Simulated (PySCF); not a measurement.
C4H8BF, SMILES CB(C)/C=C\F. Atoms are numbered in the order given.

```xyz
14

C     -2.1094    -1.2234     0.0504
B     -0.8453    -0.2835     0.1074
C     -0.9597     1.1408     0.7749
C      0.4938    -0.7857    -0.5193
C      1.6706    -0.1457    -0.5418
F      1.8643     1.0636    -0.0095
H     -2.7954    -0.8009    -0.7117
H     -1.9119    -2.2698    -0.2300
H     -2.6825    -1.2021     0.9936
H     -0.3449     1.1507     1.6953
H     -1.9880     1.4167     1.0557
H     -0.5305     1.9353     0.1424
H      0.5318    -1.7721    -0.9971
H      2.5979    -0.5286    -0.9848
```
Charge 0, spin multiplicity 1.

The structure is a stationary point at B3LYP-D3(BJ)/def2-SVP. The structure was generated by enumeration; whether it is a known compound was not checked. The values are those of a single conformer.

Computed with B3LYP/pcSseg-1 in PySCF.

GIAO shieldings, no solvent; atoms listed in one row are averaged. δ = σ(ref) − σ: ¹³C against TMS (σ = 181.3 ppm); ¹¹B against BF3 (σ = 86.3 ppm); ¹⁹F against CFCl3 (σ = 161.7 ppm); ¹H against TMS (σ = 31.68 ppm), references at their B3LYP-D3(BJ)/def2-TZVP geometries, non-relativistic.

Estimate the chemical shifts. (The exact figures need the calculation; the answer reports its results.)


```
nucleus          atoms  count  δ (ppm)
-------  -------------  -----  -------
¹³C                 C5      1    177.5
¹³C                 C4      1    123.3
¹³C                 C1      1     19.2
¹³C                 C3      1     16.7
¹¹B                 B2      1     63.8
¹⁹F                 F6      1    -71.7
¹H                 H14      1     7.41
¹H                 H13      1     5.70
¹H       H10, H11, H12      3     1.40
¹H          H7, H8, H9      3     1.23
```
